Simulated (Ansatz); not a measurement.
A nudged elastic band was laid between two geometries of ClH + GeH4 (7 atoms, charge 0, multiplicity 1).

All numbers below come from Ansatz, RKS PBE0-D4/def2-SVP.

```
movable images  : 7
climbing image  : yes
spring          : 5.0 eV/Å²
optimiser       : quadratic models (default)
start path      : through a guess of the saddle point
force threshold : 0.05 eV/Å
iteration limit : 60
end points      : relaxed
```

Initial state:

```xyz
7
Properties=species:S:1:pos:R:3
Ge 0.345 0.000 -0.141
H 0.373 0.000 1.399
H 1.795 0.000 -0.654
H -0.379 1.260 -0.637
H -0.379 -1.260 -0.637
Cl -3.057 0.000 1.467
H -2.069 0.000 2.290
```

Final state:

```xyz
7
Properties=species:S:1:pos:R:3
Ge -0.401 0.000 -0.733
H -0.068 0.000 3.420
H 0.776 0.000 0.251
H -0.420 1.269 -1.595
H -0.420 -1.269 -1.595
Cl -2.218 0.000 0.450
H -0.618 0.000 2.892
```

Task: What changes between the two ends?

Result: Bonds broken: Ge1–H2, Cl6–H7. Bonds formed: Ge1–Cl6, H2–H7. ClH + GeH4 becomes ClGeH3 + H2.

Task: What energy profile does the band end with?

Result: The run converged. The highest image is number 3 of 0 to 8, 1.74 eV above the first end and 2.17 eV above the last; the last end lies 0.42 eV below the first. Neighbouring images differ by up to 1.3 eV, so the band resolves the path poorly. A vibrational analysis at the climbing image gives 2 clearly imaginary modes (1034i, 128i cm⁻¹): a point of higher order. A lower path may pass nearby, or the ends, which weren't checked, may share the extra mode. The orbitals stay closed-shell, which can raise the energy where a bond breaks towards radicals; this wasn't checked here.

```csv
image,path coordinate (Å),energy (eV),Ge1–H2 (Å),Cl6–H7 (Å),Ge1–Cl6 (Å)
0,0.00,0.00,1.54,1.29,3.76
1,0.69,0.03,1.55,1.29,3.56
2,1.38,0.49,1.59,1.34,2.99
3,2.08,1.74,1.85,1.75,2.59
4,2.65,0.99,2.21,2.04,2.32
5,3.22,0.16,2.62,2.25,2.20
6,3.79,-0.28,3.08,2.48,2.17
7,4.36,-0.41,3.64,2.75,2.17
8,4.93,-0.42,4.17,2.92,2.17
```

Task: What is the geometry of the highest image?

Result: 
```xyz
7
Properties=species:S:1:pos:R:3
Ge -0.196 0.000 -0.091
H 0.042 0.000 1.739
H 1.356 0.000 0.014
H -0.611 1.330 -0.717
H -0.611 -1.330 -0.717
Cl -2.492 0.000 1.116
H -0.859 0.000 1.745
```

Run time: 85 s on 1 thread of AMD EPYC 9R45 96-Core Processor (Zen 5), with other jobs on the host, peak memory 0.2 GiB.
